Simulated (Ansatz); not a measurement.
Mulliken charges of `C[Se]C=S` from B3LYP/def2-TZVPP in Ansatz (PBE0-D4/def2-TZVP geometry).

```tsv
atom	x (Å)	y (Å)	z (Å)	charge (e)
C1	-0.576	1.164	0.127	-0.402
Se2	0.730	0.268	-1.001	0.191
C3	0.723	-1.406	-0.178	-0.119
S4	1.615	-2.669	-0.630	-0.206
H5	-0.224	1.198	1.156	0.139
H6	-1.539	0.661	0.059	0.138
H7	-0.671	2.179	-0.258	0.134
H8	0.034	-1.452	0.669	0.126
```

By hand: the dipole of these point charges (1 e Å = 4.8032 D).

Σ q r = (-0.377, 0.667, 0.127) e Å, of length 0.777 e Å = 3.73 D.

How does the dipole of the full density compare? (An estimate is asked.)

Ansatz gave: (-0.445, 0.571, 0.254) e Å, 3.68 D; the point charges give 1.01 times that, at 13° from its direction.

Point charges leave out the atoms' own dipoles, such as those of lone pairs, and Mulliken's split depends on the basis, so the close match here is no proof of good charges.

B3LYP here is the variant with VWN-RPA as its local correlation; programs differ in this.
